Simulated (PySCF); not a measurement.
Distorted geometries of Bi(BH4)3

Bi(BH4)3 (singlet). PySCF 2.14.0, RKS PBE0, Bi def2-SVP with ECP60, B def2-SVP, H def2-SVP; non-relativistic Hamiltonian with scalar-relativistic core potentials where named; density fitting; no spin-orbit coupling. Relaxed geometry:

```xyz
16

Bi    0.0000    0.0000    0.1470
B     2.3876   -0.0122   -0.5696
H     3.1415    0.0616   -1.5217
H     2.6132   -0.8870    0.2505
H     1.3922   -0.3749   -1.3293
H     2.1997    1.1093   -0.0878
B    -1.1832    2.0738   -0.5696
H    -1.6241    2.6898   -1.5217
H    -0.5384    2.7066    0.2505
H    -0.3714    1.3931   -1.3293
H    -2.0605    1.3504   -0.0877
B    -1.2043   -2.0616   -0.5696
H    -1.5174   -2.7514   -1.5217
H    -2.0747   -1.8196    0.2505
H    -1.0208   -1.0182   -1.3293
H    -0.1392   -2.4596   -0.0877
```

Order these distorted geometries by energy above the relaxed one, lowest first.
A.
```xyz
16

Bi   -0.1072    0.0309    0.2539
B     2.2068   -0.0945   -0.5426
H     3.0784    0.2707   -1.3793
H     2.7830   -0.8408    0.1940
H     1.2251   -0.3329   -1.4592
H     2.1162    1.2851   -0.0274
B    -1.2979    2.1317   -0.5153
H    -1.7490    2.4892   -1.3893
H    -0.5959    2.5662    0.2309
H    -0.2086    1.2558   -1.4811
H    -1.8906    1.3106   -0.0167
B    -1.1784   -1.8792   -0.4728
H    -1.2920   -2.7621   -1.6712
H    -2.1976   -1.8302    0.2342
H    -0.8280   -1.1714   -1.2690
H    -0.0643   -2.4290   -0.3158
```
B.
```xyz
16

Bi    0.1004   -0.1340    0.2305
B     2.4033    0.0810   -0.7033
H     3.0764    0.0680   -1.6296
H     2.6688   -0.7822    0.2598
H     1.4786   -0.3934   -1.2620
H     2.1851    1.2090    0.0089
B    -1.3929    2.1471   -0.6086
H    -1.7265    2.6908   -1.4812
H    -0.5082    2.5759    0.2271
H    -0.3750    1.3670   -1.3211
H    -1.8164    1.3527   -0.2022
B    -1.1859   -1.9330   -0.5796
H    -1.6326   -2.6925   -1.4845
H    -2.1759   -1.9196    0.1467
H    -0.9164   -1.1746   -1.0969
H    -0.1829   -2.4622   -0.1307
```
C.
```xyz
16

Bi   -0.0442   -0.0454    0.0817
B     2.3453   -0.0752   -0.6007
H     3.0952    0.0535   -1.5470
H     2.6412   -0.8765    0.1955
H     1.4076   -0.3972   -1.3705
H     2.2934    1.0462   -0.0780
B    -1.1352    2.0279   -0.5906
H    -1.6006    2.7854   -1.4389
H    -0.5709    2.8034    0.3944
H    -0.3859    1.3888   -1.3568
H    -2.0395    1.3686   -0.1327
B    -1.2050   -2.0770   -0.5082
H    -1.5564   -2.7475   -1.5231
H    -2.0913   -1.7494    0.2378
H    -1.1316   -0.9674   -1.3553
H    -0.0222   -2.5382   -0.0344
```

C (0.73 eV), A (3.50 eV), B (4.25 eV).

Which forces (eV/Å) act in the one that lies 3.50 eV up?


```
Bi   1.32  1.00 -0.09
B    0.62  3.17 -1.03
H   -0.78 -0.27  0.12
H   -0.52 -0.60  0.36
H    1.36 -0.14  1.24
H   -0.25 -2.50 -0.66
B    3.16 -2.75  0.89
H   -2.38  2.38 -4.58
H    1.70  1.98  1.64
H   -1.19  0.48  1.65
H   -2.26 -1.67  1.08
B   -0.68 -5.29 -0.85
H   -0.11  1.82  2.20
H    0.78  0.03 -0.38
H   -0.19  2.50 -2.86
H   -0.59 -0.13  1.26
```
Forces carry noise of the integration grid, about 0.01 to 0.03 eV/Å.
